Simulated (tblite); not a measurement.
Species: C4H7BOSi.
Atom-mapped SMILES: `[CH:1]#[C:2][Si@H:3]([OH:4])[BH:5][CH:6]=[CH2:7]` (hydrogens: H8 on C1; H9 on Si3; H10 on O4; H11 on B5; H12 on C6; H13, H14 on C7)

Computed with GFN2-xTB (tblite), gas phase: L-BFGS steps from a force-field or distance-geometry start until the largest atomic force falls under 0.01 eV/Å.

The end geometry, which sets the zero of energy:
```
atom  x, y, z in Å
C1     -2.2012    2.3873    0.5003
C2     -1.8580    1.2373    0.4271
Si3    -1.2696   -0.5371    0.3369
O4     -2.0767   -1.4140    1.4671
B5      0.6413   -0.7088    0.7152
C6      1.6763   -0.0165   -0.1986
C7      2.9662   -0.3581   -0.2527
H8     -2.5152    3.3906    0.5606
H9     -1.7724   -0.9522   -0.9960
H10    -3.0286   -1.4190    1.5162
H11     1.0486   -1.3396    1.6165
H12     1.3522    0.7666   -0.8786
H13     3.6690    0.0995   -0.9340
H14     3.3674   -1.1366    0.3778
```

**Question.** These geometries come from the run, each turned onto the end geometry. Order them by energy, lowest first.
A.
```
atom  x, y, z in Å
C1     -2.1313    2.3537    0.4926
C2     -1.7699    1.2000    0.4437
Si3    -1.1972   -0.5155    0.4285
O4     -2.1693   -1.3814    1.5228
B5      0.6690   -0.5739    0.8857
C6      1.6699    0.0918   -0.1119
C7      2.8066   -0.5225   -0.4489
H8     -2.4699    3.3673    0.5428
H9     -1.3167   -1.0835   -0.9446
H10    -2.9683   -1.7832    1.1031
H11     0.9713   -0.6912    1.9964
H12     1.4444    1.0611   -0.5218
H13     3.4706   -0.0353   -1.1196
H14     2.9901   -1.4880   -0.0111
```
B.
```
atom  x, y, z in Å
C1     -2.3379    2.3745    0.4749
C2     -1.8881    1.2599    0.4393
Si3    -1.2047   -0.4806    0.3649
O4     -2.0444   -1.4084    1.4287
B5      0.6908   -0.6030    0.8350
C6      1.7419    0.0457   -0.0876
C7      2.9415   -0.4813   -0.3414
H8     -2.7367    3.3481    0.5116
H9     -1.6077   -0.9046   -0.9973
H10    -2.9972   -1.4445    1.4224
H11     1.0661   -1.2010    1.7706
H12     1.4807    0.9446   -0.6401
H13     3.6248   -0.0617   -1.0654
H14     3.2703   -1.3882    0.1423
```
C.
```
atom  x, y, z in Å
C1     -2.1675    2.3691    0.4750
C2     -1.8634    1.2090    0.3808
Si3    -1.1979   -0.5379    0.3842
O4     -2.0792   -1.4939    1.3863
B5      0.6666   -0.4671    0.9836
C6      1.6959    0.0872   -0.0166
C7      2.8191   -0.5030   -0.4191
H8     -2.4566    3.3764    0.5468
H9     -1.4956   -1.0172   -0.9841
H10    -2.9876   -1.7067    1.1907
H11     1.0326   -0.7928    2.0468
H12     1.4583    1.0306   -0.5007
H13     3.4527   -0.0969   -1.1921
H14     3.1220   -1.4575   -0.0236
```
D.
```
atom  x, y, z in Å
C1     -2.1364    2.3627    0.4945
C2     -1.7842    1.2166    0.4359
Si3    -1.2037   -0.5622    0.4268
O4     -2.1656   -1.3825    1.4688
B5      0.6612   -0.5193    0.9112
C6      1.6649    0.0831   -0.0865
C7      2.7958   -0.5092   -0.4399
H8     -2.4669    3.3665    0.5432
H9     -1.3478   -1.0795   -0.9472
H10    -2.9618   -1.7759    1.1237
H11     0.9947   -0.7133    2.0079
H12     1.4404    1.0528   -0.5221
H13     3.4917   -0.0556   -1.1284
H14     3.0169   -1.4847   -0.0300
```
E.
```
atom  x, y, z in Å
C1     -2.1419    2.3649    0.4963
C2     -1.8060    1.2137    0.4145
Si3    -1.2011   -0.5515    0.3953
O4     -2.1526   -1.4101    1.4226
B5      0.6503   -0.4382    0.9761
C6      1.6716    0.0907   -0.0509
C7      2.8027   -0.5007   -0.4310
H8     -2.4610    3.3696    0.5453
H9     -1.4181   -1.0767   -0.9664
H10    -2.9879   -1.7758    1.1498
H11     1.0397   -0.7547    2.0328
H12     1.4292    1.0391   -0.5233
H13     3.5065   -0.0942   -1.1403
H14     3.0678   -1.4768   -0.0630
```

**Answer.** B (0.006 eV), C (0.042 eV), E (0.090 eV), D (0.186 eV), A (0.455 eV).

In the order of the answer:

```tsv
step	E above end (eV)	largest force (eV/Å)	rms force component (eV/Å)	rms distance from end (Å)	rms bond change (Å)	bond most changed (Å)
58	0.006	0.03	0.010	0.193	0.001	B5–C6 -0.003
17	0.042	0.11	0.045	0.352	0.003	B5–C6 -0.006
7	0.090	0.29	0.092	0.370	0.005	Si3–B5 -0.012
4	0.186	0.56	0.186	0.375	0.010	Si3–B5 -0.028
0	0.455	2.18	0.702	0.382	0.029	C2–Si3 -0.063
```

What follows is the cost of the whole relaxation. Hardware: an Arm Neoverse N1 with one thread, no GPU, shared host. Cost: 1.1 s.
